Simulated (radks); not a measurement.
All-electron atom: Ho in [Xe] 4f10 5d1 6p2 (not the ground configuration).

Method: scalar-relativistic Kohn-Sham, BLYP, spin-polarised, spherical densities, point nucleus; open shells are filled with parallel spins first (spin-orbit coupling, left out, can overturn this in heavy ions); computed with a radial shooting solver on a logarithmic mesh with Libxc functionals.

Energy parts (Ry):
| part | energy |
|---|---|
| total | -25233.8881 |
| kinetic | 27294.6963 |
| electron-nucleus | -61800.3058 |
| Hartree | 9813.3289 |
| exchange-correlation | -541.6074 |

Orbitals (lengths in bohr, moments of r in powers of bohr; r(90%) holds 90 % of the orbital's charge):
orbital  occ.  eigenvalue (Ry)  r(90%)      <r>
1s up       1        -4080.338  0.0376  0.02074
1s down     1        -4080.337  0.0376  0.02074
2s up       1        -683.0567   0.136  0.08809
2s down     1        -683.0512   0.136  0.08809
2p up       3        -605.1783   0.127  0.07806
2p down     3        -605.1739   0.127  0.07806
3s up       1        -153.1644   0.337   0.2299
3s down     1        -153.0387   0.337   0.2298
3p up       3        -129.3733   0.342   0.2290
3p down     3        -129.2477   0.342   0.2288
3d up       5        -99.17951   0.324   0.2080
3d down     5        -99.08236   0.323   0.2078
4s up       1        -30.91140   0.744   0.5183
4s down     1        -30.63641   0.745   0.5184
4p up       3        -23.07181   0.799   0.5492
4p down     3        -22.80155   0.799   0.5495
4d up       5        -12.48635   0.893   0.5942
4d down     5        -12.22179   0.894   0.5950
4f up       7         -0.94486    1.35   0.7875
4f down     3         -0.70572    1.40   0.8080
5s up       1         -4.22134    1.81    1.254
5s down     1         -4.07440    1.82    1.263
5p up       3         -2.34928    2.17    1.476
5p down     3         -2.22992    2.19    1.490
5d up       1         -0.32207    4.19    2.586
5d down     0         -0.24094    4.12    2.574
6p up       2         -0.18468    7.26    4.888

The highest occupied level is 6p up at -2.513 eV. The configuration is held as typed, so some empty levels lie below it. Summed over all electrons, <r^2> = 97.37 bohr^2, which gives a Langevin (diamagnetic) susceptibility term of -77.1 x 10^-6 cm^3/mol.
